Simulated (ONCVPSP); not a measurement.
u(r) = r·R(r): atom against pseudo-atom (tungsten)

Columns: radius, all-electron u(r) and pseudo u(r) of the 5p shell (level -50.72 eV) of tungsten in the configuration [Kr] 4d10 4f14 5s2 5p6 5d4 6s1; PBE, scalar-relativistic, ONCV scheme, ONCVPSP 4.0.1.

```
r (bohr)  all-electron  pseudo
   0.118        0.2941  0.0298
   0.235       -0.0344  0.1143
   0.353       -0.5259  0.2445
   0.470       -0.3764  0.4021
   0.588        0.0665  0.5701
   0.705        0.4947  0.7258
   0.822        0.8005  0.8532
   0.940        0.9745  0.9407
   1.058        1.0387  0.9812
   1.175        1.0266  0.9764
   1.292        0.9671  0.9338
   1.410        0.8808  0.8630
   1.528        0.7834  0.7756
   1.645        0.6854  0.6828
   1.763        0.5911  0.5905
   1.880        0.5053  0.5052
   1.998        0.4280  0.4279
   2.115        0.3607  0.3606
   2.232        0.3024  0.3023
   2.350        0.2520  0.2520
   2.468        0.2093  0.2093
   2.585        0.1736  0.1736
   2.702        0.1436  0.1435
   2.820        0.1183  0.1182
   2.938        0.0972  0.0972
   3.055        0.0799  0.0799
```

Q: How many radial nodes do the two functions have?

A: The all-electron 5p function has n − l − 1 = 3 (the table is too coarse to show those close to the nucleus); the pseudo-wave has 0, since the states of the same l below it are removed with the core.

Q: At about which radius was the pseudo-wave matched?

A: 2.00 bohr. The columns agree to 0.0005 from 1.88 bohr on; several derivatives are matched, so the curves merge somewhat inside the radius.

Q: Is the pseudo-wave norm-conserving?

A: Yes: the ONCV scheme keeps the norm inside the radius equal to the all-electron one, which fixes the energy derivative of the logarithmic derivative at the level.
